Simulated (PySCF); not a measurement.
Species: C4H9ClO2S.
Bonds: C1–C2, C2–C3, C2–C4, C2–S5, S5–O6 (double), S5–O7 (double), S5–Cl8. Hydrogens: H9, H10, H11 on C1; H12, H13, H14 on C3; H15, H16, H17 on C4.

Computed by this run: PBE0-D3(BJ)/def2-SVP geometry optimisation, gas phase in PySCF; density fitting, grid level 1; the optimiser is geomeTRIC in internal coordinates, started from a GFN2-xTB structure.

Step 0: E = -31715.2366 eV
```
atom  x, y, z in Å  |  force x, y, z in eV/Å
C1      5.7137    3.8814    6.0610   -0.049  -0.002  -0.123
C2      5.7203    4.3250    4.6181    0.256   0.315   0.126
C3      4.3841    4.1431    3.9265    0.087   0.134   0.040
C4      6.8882    3.8174    3.8074   -0.124   0.006   0.025
S5      5.8922    6.1570    4.6578   -0.016  -0.241  -0.011
O6      6.0456    6.6887    3.3409    0.255   0.232  -1.679
O7      4.9128    6.7465    5.5145   -1.207   0.302   1.184
Cl8     7.6910    6.4314    5.5874    0.911   0.035   0.492
H9      5.4877    2.8187    6.1323   -0.078  -0.404  -0.045
H10     4.9579    4.4385    6.6107   -0.279   0.107   0.279
H11     6.6818    4.0628    6.5229    0.318   0.005   0.209
H12     4.1451    3.0848    3.8320    0.000  -0.392   0.009
H13     4.4139    4.5866    2.9336   -0.058   0.097  -0.406
H14     3.5977    4.6311    4.4980   -0.361   0.115   0.180
H15     6.7906    2.7481    3.6272   -0.089  -0.405  -0.025
H16     7.8256    3.9979    4.3289    0.357   0.007   0.141
H17     6.9196    4.3329    2.8497    0.075   0.090  -0.396
```

Step 1: E = -31715.3314 eV
```
atom  x, y, z in Å  |  force x, y, z in eV/Å
C1      5.7075    3.8743    6.0495    0.031   0.115   0.106
C2      5.7289    4.3808    4.6200    0.016  -0.205   0.028
C3      4.3864    4.1570    3.9260   -0.073   0.111  -0.039
C4      6.8769    3.8129    3.8080    0.108   0.104  -0.041
S5      5.8864    6.2290    4.6550    0.221  -0.120   0.136
O6      6.0278    6.7146    3.2943    0.175   0.043   0.170
O7      4.8697    6.7782    5.5345    0.272  -0.011   0.037
Cl8     7.8333    6.4925    5.6637   -0.809  -0.113  -0.418
H9      5.5142    2.7898    6.0474    0.006   0.047  -0.049
H10     4.9198    4.3714    6.6313   -0.040  -0.023   0.018
H11     6.6697    4.0539    6.5454    0.053  -0.003   0.039
H12     4.2010    3.0725    3.8694    0.037   0.044   0.015
H13     4.3899    4.5633    2.9054    0.003  -0.006  -0.028
H14     3.5637    4.6211    4.4869   -0.022  -0.009   0.018
H15     6.7419    2.7245    3.7051   -0.032   0.043   0.026
H16     7.8392    3.9970    4.3019    0.065  -0.002   0.027
H17     6.9117    4.2588    2.8052   -0.012  -0.014  -0.044
```

Question: Estimate the geometry and energy of step 2. (The exact step hangs on the optimiser's Hessian estimate; all steps are aligned on step 1, rigid shifts and turns removed.)

Answer: E = -31715.3668 eV, largest force 0.691 eV/Å
```
atom  x, y, z in Å  |  force x, y, z in eV/Å
C1      5.7090    3.8852    6.0555    0.001   0.019   0.039
C2      5.7239    4.3726    4.6172   -0.029   0.079  -0.016
C3      4.3796    4.1552    3.9214   -0.005  -0.025  -0.004
C4      6.8836    3.8211    3.8063    0.033   0.012  -0.014
S5      5.8727    6.2120    4.6484    0.596   0.151   0.316
O6      6.0476    6.7258    3.3034   -0.059  -0.061   0.071
O7      4.8930    6.7791    5.5552    0.023  -0.082  -0.094
Cl8     7.7978    6.4330    5.6410   -0.480  -0.003  -0.256
H9      5.5250    2.8005    6.0550   -0.001  -0.017  -0.006
H10     4.9136    4.3757    6.6339   -0.007  -0.019  -0.016
H11     6.6708    4.0749    6.5527   -0.018  -0.006  -0.022
H12     4.1975    3.0716    3.8663   -0.020  -0.008  -0.012
H13     4.3846    4.5599    2.8995    0.013  -0.006   0.002
H14     3.5557    4.6181    4.4827    0.008  -0.009   0.014
H15     6.7545    2.7325    3.7107   -0.004  -0.012  -0.002
H16     7.8462    4.0146    4.3005   -0.030  -0.004  -0.002
H17     6.9127    4.2602    2.7993   -0.019  -0.011   0.002
```

The energy changes by -0.0354 eV. The first-order estimate −F·Δx gives -0.0628 eV and the mean of the old and new forces, exact on a quadratic surface, -0.0348 eV. The step makes an angle of 54° with the force vector and moves no atom by more than 0.073 Å.

The cost below is that of the whole optimisation. The run took 3.7 min wall on one thread, Intel Xeon Platinum 8259CL at 2.50 GHz (x86_64), shared host with 96 logical CPUs at a one-minute load of 65, and the process peaked at 0.72 GiB of memory.
